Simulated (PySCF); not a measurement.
How the method changes the constants of InH

State: ¹Σ⁺ (singlet), closed shell. Set-up: PySCF, scalar-relativistic core potentials, basis sets In def2-TZVPPD with ECP28, H def2-TZVPPD. De refers to In + H in their high-spin ground configurations, without counterpoise correction. A positive dipole means In(−)H(+).

```csv
Level,Re (Å),ωe (cm⁻¹),De (eV),μ (D),"CPU s a point (SCF and correlation, without the integrals)"
RHF,1.844,1524,1.84,-0.55,0.15
RHF-MP2,1.823,1534,2.56,n/a,0.23
RHF-SCS-MP2,1.831,1516,2.67,n/a,n/a
RHF-CCSD,1.836,1496,2.72,n/a,n/a
RHF-CCSD(T),1.837,1486,2.75,n/a,2.1
PBE,1.872,1390,2.66,-1.02,0.38
BP86,1.871,1391,2.80,-1.04,0.27
r²SCAN,1.848,1457,2.69,-0.84,0.51
r²SCANh,1.843,1473,2.67,-0.80,0.67
PBE0,1.850,1458,2.63,-0.85,1.1
B97-3,1.864,1430,2.69,-0.98,0.44
HSE06,1.852,1455,2.64,-0.88,0.91
BHandHLYP,1.842,1495,2.69,-0.84,0.43
M06-2X,1.862,1439,2.53,-0.84,0.67
```

**Question.** Which functional lies closest to RHF-CCSD(T) in De, which farthest, and by how much do they differ from it?

**Answer.** Closest is BP86 (+3.4 pm in Re, -6.4 % in ωe, +0.05 eV in De against RHF-CCSD(T) in the same basis), farthest M06-2X (+2.5 pm in Re, -3.2 % in ωe, -0.22 eV in De). CCSD(T) converges more slowly with the basis than the functionals do and binds too weakly in this one, so the order can change at the basis-set limit.

**Question.** What does a quarter of exact exchange do here, going from PBE to PBE0?

**Answer.** PBE0 less PBE: -2.2 pm in Re, +4.9 % in ωe, -0.03 eV in De. Exact exchange removes part of the self-interaction that spreads semilocal densities, and in most molecules shortens and stiffens the bond and lowers De; so it does here.

**Question.** What does the step from GGA to meta-GGA do here, going from PBE to r²SCAN?

**Answer.** r²SCAN less PBE: -2.4 pm in Re, +4.8 % in ωe, +0.03 eV in De. 

Correlated steps freeze 4 core orbitals. These are scalar-relativistic numbers at best; spin–orbit coupling would shift them, the dissociation energy most. Where the molecule has an RHF reference, its open-shell atoms are computed with UHF.

The whole job (state search and all levels along the bond) took about 1.8 min on 1 thread of AMD EPYC 9R45 96-Core (shared host), peak memory 1.3 GiB.
